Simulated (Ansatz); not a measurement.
CH7AlO4Si. Charge 0, multiplicity 1. The bonds changed during the relaxation, so this is another structure than the one it started from.

Z-matrix (Å, degrees):
```
Al
O 1 1.792
Si 1 2.607 2 36.9
O 1 2.029 2 77.8 3 4.5
C 1 1.949 2 116.1 3 109.6
H 1 1.589 2 115.9 3 -96.3
O 3 1.621 1 121.7 2 -102.8
O 3 1.625 1 131.2 2 85.4
H 4 0.959 1 129.8 2 -134.3
H 5 1.094 1 112.4 2 -40.6
H 5 1.095 1 111.1 2 79.3
H 5 1.095 1 111.7 2 -161.7
H 7 0.958 3 117.4 1 163.5
H 8 0.959 3 116.5 1 -26.5
```

Give the diagnostics of a CCSD(T)/def2-TZVPP run (frozen core, the Gaussian-basis code of Ansatz). (An estimate is asked.)

The calculation gave: T1 = 0.0114, largest single amplitude 0.012, largest double 0.016, (T) share of the correlation energy 3.5 %, 9 CCSD cycles. The RHF solution is stable towards an unrestricted one. T1 lies under the customary mark of 0.02 for closed shells.
